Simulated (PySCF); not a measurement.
Isomers of C6H8AlF3, from PBE0-D3(BJ)/def2-SVP geometry optimisation, gas phase (PySCF). One conformer each, no zero-point energy, no frequencies.

Question: Which isomer lies lower at this level?
A. `[F:1][C:2]([F:3])=[C:4]([F:5])[C@H:6]1[CH2:7][CH2:8][CH2:9][AlH:10]1` with C2–C4–C6–C7 -100°, C4–C6–C7–C8 145°, C6–C7–C8–C9 -52°, C7–C8–C9–Al10 44°, C8–C9–Al10–C6 -23°: A = 1851, B = 866.5, C = 675.3 MHz, dipole 1.02 D
B. `[F:1][C:2]([F:3])=[C:4]([F:5])[Al:6]1[CH2:7][CH2:8][CH2:9][CH2:10]1` with C2–C4–Al6–C7 0°, C4–Al6–C7–C8 168°, Al6–C7–C8–C9 36°, C7–C8–C9–C10 -53°, C8–C9–C10–Al6 36°: A = 2296, B = 587.5, C = 476.3 MHz, dipole 1.21 D

Answer: B. That is `FC(F)=[C](F)[Al]1[CH2]CC[CH2]1`, 2.5 kcal/mol below the other.

| SMILES | mapped SMILES | E (Eh) | relative (kcal/mol) | relative (kJ/mol) | dipole (D) |
| --- | --- | --- | --- | --- | --- |
| FC(F)=[C](F)[Al]1[CH2]CC[CH2]1 | [F:1][C:2]([F:3])=[C:4]([F:5])[Al:6]1[CH2:7][CH2:8][CH2:9][CH2:10]1 | -774.23777 | 0.0 | 0.0 | 1.21 |
| FC(F)=C(F)[C@H]1CC[CH2][AlH]1 | [F:1][C:2]([F:3])=[C:4]([F:5])[C@H:6]1[CH2:7][CH2:8][CH2:9][AlH:10]1 | -774.23378 | 2.5 | 10.5 | 1.02 |
